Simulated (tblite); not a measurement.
Species: C5H9N2P.
Z-matrix (Å and degrees, GFN2-xTB geometry), rows numbered from 1:
```
C 
C   1  1.5235
C   2  1.5328  1  112.33
N   3  1.4407  2  111.33  1   -66.70
C   4  1.3432  3  125.48  2    96.58
P   5  1.7226  4  112.36  3  -177.25
C   6  1.7579  5   85.49  4     0.20
N   7  1.3065  6  115.73  5    -0.04
H   1  1.0880  2  110.89  3    61.34
H   1  1.0869  2  110.25  3  -178.99
H   1  1.0885  2  110.70  3   -59.24
H   2  1.0915  1  109.84  3  -120.74
H   2  1.0912  1  109.63  3   120.46
H   3  1.0930  2  109.57  1   174.61
H   3  1.0926  2  110.37  1    54.05
H   5  1.0752  4  119.46  3     3.25
H   7  1.0754  6  125.72  5  -179.75
```

Level: GFN2-xTB in tblite, geometry and Hessian alike; calculated harmonic values, unscaled, isolated species. Errors from tens to a few hundred cm⁻¹ against measured bands are possible. One conformer, not necessarily the lowest.

Harmonic wavenumbers (cm⁻¹): 46.1, 78.1, 126.0, 237.8, 267.3, 349.5, 408.7, 463.9, 565.5, 608.5, 701.8, 742.1, 803.2, 810.7, 849.2, 904.5, 925.8, 948.2, 981.5, 1072.8, 1092.9, 1114.8, 1162.3, 1182.3, 1211.3, 1251.6, 1323.2, 1332.8, 1351.3, 1401.0, 1418.8, 1440.4, 1454.2, 1477.8, 1502.4, 1506.0, 2974.2, 2975.7, 2989.5, 2999.1, 3028.2, 3034.6, 3048.4, 3120.8, 3123.2.

A = 3739, B = 1130, C = 1005 MHz; mass 128.050 u (most abundant isotopes); point group C1, symmetry number 1.

Task: What is the zero-point energy?

Result: Half the sum of the wavenumbers: 30204 cm⁻¹ = 361.32 kJ/mol.

Task: Entropy at 298.15 K, 1 bar (ideal gas, RRHO, classical rotation)?

Result: Translation 169.37, rotation 120.15, vibration 89.14: S = 378.7 J/(mol K).

Task: And Cp and H(298.15 K) − H(0)?

Result: Cp = 132.72 J/(mol K), of which vibrations give 99.47 (their classical limit is 45 R = 374.2); H(298.15 K) − H(0) = 23.97 kJ/mol without the zero-point energy, 14.05 from vibrations.

Task: Which modes carry the vibrational entropy at 298.15 K?

Result: 46.1 cm⁻¹: 20.83; 78.1 cm⁻¹: 16.48; 126.0 cm⁻¹: 12.58; 237.8 cm⁻¹: 7.61; 267.3 cm⁻¹: 6.75; 349.5 cm⁻¹: 4.89 J/(mol K); the other 39 give 20.00 together.

Task: What must be added to the electronic energy to get the Gibbs energy at 298.15 K and 1 bar?

Result: ZPE + [H(298.15 K) − H(0)] − T·S = 361.32 + 23.97 − 112.90 = 272.39 kJ/mol.

Task: Blend soft modes into free rotors: weight 1/[1 + (100 cm⁻¹/ν̃)⁴] for the oscillator and the rest for a rotor with moment μB/(μ + B), μ = h/(8π²ν), B = 10⁻⁴⁴ kg m². What vibrational entropy results?

Result: 80.79 J/(mol K) in place of 89.14, which changes −T·S at 298.15 K by +2.49 kJ/mol.

Task: How do the functions run with temperature in this model?

Result: 
| T (K) | S (J/(mol K)) | Cp (J/(mol K)) | H − H(0) (kJ/mol) | G − H(0) (kJ/mol) | ln q(vib) |
| --- | --- | --- | --- | --- | --- |
| 50 | 241.0 | 49.8 | 2.02 | -10.03 | 0.45 |
| 100 | 280.0 | 64.3 | 4.87 | -23.13 | 1.36 |
| 373.15 | 411.6 | 162.1 | 35.03 | -118.57 | 6.50 |
| 500 | 465.4 | 205.9 | 58.47 | -174.23 | 9.02 |
| 750 | 561.3 | 266.4 | 118.12 | -302.87 | 14.06 |
| 1000 | 643.6 | 305.0 | 189.89 | -453.75 | 18.91 |

q(vib) and H(0) count from the zero-point level.

Hindered rotation and anharmonicity are outside this model. Other conformers, if any are populated, would add a mixing term that is left out. The structure is chiral; the term R ln 2 for an equal mix with its mirror image is left out.
